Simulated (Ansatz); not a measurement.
Basis-set extrapolation for C3H4SSi (`[SiH3]C#CC=S`) (PBE0-D4/def2-TZVP geometry, frozen core, the Gaussian-basis code of Ansatz). Multiplicity 1, RHF reference.

```
                      def2-TZVPP   def2-QZVPP
                 HF  -802.378974  -802.403719
    MP2 correlation    -0.746012    -0.798435
CCSD(T) correlation    -0.828703      not run
```

Energies in hartree. Use E(X) = E(∞) + A·exp(−7.88·√X) for Hartree–Fock and E(X) = E(∞) + B·X^(−2.97) for correlation, with X = 3 and 4, and add CCSD(T) minus MP2 of the smaller set to the MP2 limit.

**Question.** What is the CCSD(T) energy at the basis-set limit?

**Answer.** HF limit: -802.403719 + (-0.024745) × 0.13774 = -802.40713. MP2 limit: -0.798435 + (-0.052423) × 0.74074 = -0.83727. Higher-order term: -0.828703 − (-0.746012) = -0.08269. Total: -803.32709 hartree, 313.5 kJ/mol below CCSD(T)/def2-TZVPP.
